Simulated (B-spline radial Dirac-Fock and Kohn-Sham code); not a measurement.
**K-line shifts caused by a second vacancy in Cl⁻**

System: chlorine as Cl⁻, [Ne] 3s2 3p6, inside a Watson sphere of charge +1 and radius 1.538 Å (a model of the Madelung potential; inside it an electron's potential energy is lowered by 9.4 eV).

Model: Dirac-Fock (average of configuration) total-energy differences with a finite nucleus, the Breit interaction including its frequency dependence, and self-energy and vacuum-polarisation corrections. Program: an atomic code on a B-spline grid. Each two-hole energy is an average over J within one jj subconfiguration, not an observable level; in light atoms, where LS coupling holds, the j-resolved values are not observed lines, and for a K spectator the Kα1 hypersatellite is nearly forbidden. Correlation energy is missing from these numbers.

Lines without a spectator: Kα2 (K-L2) 2620.8 eV, Kα1 (K-L3) 2622.4 eV, Kβ3 (K-M2) 2816.0 eV, Kβ1 (K-M3) 2816.1 eV. Shifts in eV with one spectator hole (a dash: not computed, or left out as unreliable):

```
spectator hole     Kα2     Kα1     Kβ3     Kβ1
        K (1s)  +171.4  +171.9  +211.2  +211.3
    L2 (2p1/2)  +12.06  +15.15       –   +40.0
    L3 (2p3/2)  +14.67  +13.80   +39.5       –
    M2 (3p1/2)       –   +0.16   +1.80   +2.55
    M3 (3p3/2)   +0.14       –   +2.49   +2.26
```

With n spectator holes in 2p, averaged over the 2p shell (energies in eV):

```
n    KαLⁿ   step  hypersatellite KαʰLⁿ
0  2621.8      –                2793.6
1  2636.1  +14.3                2809.2
2  2651.7  +15.6                2826.1
3  2668.6  +16.9                2844.3
4  2686.8  +18.2                2863.9
5  2706.4  +19.6                2884.8
```
